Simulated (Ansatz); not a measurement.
# Match the barriers

Saddle point of SiNH$_{8}$OF, singlet (SiH₃F ([F][SiH3]) + H₂O + NH₃ → SiNH₄F ([NH2][SiH2][F]) + H₂O + H₂; bonds formed: Si1–N5, H2–H8, O9–H12; bonds broken: Si1–H2, N5–H12, H8–O9), PBE0-D4/def2-TZVP structure:

```xyz
12
angstrom
Si -0.9741 -0.7175 0.0292
H 0.7223 -1.2424 -0.1324
H -1.2063 -1.8455 -0.9134
H -2.3799 -0.2118 0.2203
N -0.3132 0.8461 -0.6710
H 1.8165 0.6659 1.4318
F -0.6681 -0.8884 1.6103
H 1.3594 -0.4951 0.2265
O 1.8301 0.5767 0.4727
H -0.9840 1.6053 -0.6342
H -0.0032 0.7397 -1.6328
H 0.8008 0.9669 -0.0070
```

Program: Ansatz 0.2.0. Basis: def2-TZVPP, with def2-QZVPP for the basis limit. Cores are frozen in the correlated methods. Extrapolation: Hartree–Fock as exp(−7.88 √X), correlation as X^−2.97. Four methods, as single points on the PBE0-D4 structures, gave these electronic barriers from the start structure: 84.5, 148.7, 185.5, 248.6 kJ/mol.

Question: The methods were, in alphabetical order, BHLYP-D4, HF, PBE0-D4, SPW92. Which gave which? (A judgement: the text doesn't fix the answer.)

Answer: By the calculation: SPW92 84.5; PBE0-D4 148.7; BHLYP-D4 185.5; HF 248.6 kJ/mol. For comparison, CCSD(T) at an estimated basis limit (MP2 extrapolated from triple and quadruple zeta, plus CCSD(T) − MP2 in triple zeta) gives 175.5 kJ/mol.

T1 diagnostic: at most 0.012.

Labels in which every atom is bracketed show which atoms are joined, not bond orders.

For scale, one of the runs: CCSD(T)/def2-TZVPP, 247 basis functions, launched by `ansatz run in.yaml --threads 4 --pin off --events-out ev --progress --plain --max-ram 9574MiB`. Time: 2.2 min of wall clock on 4 CPU threads of an Arm Neoverse V1; the host was shared. Peak host memory: 5.3 GiB.
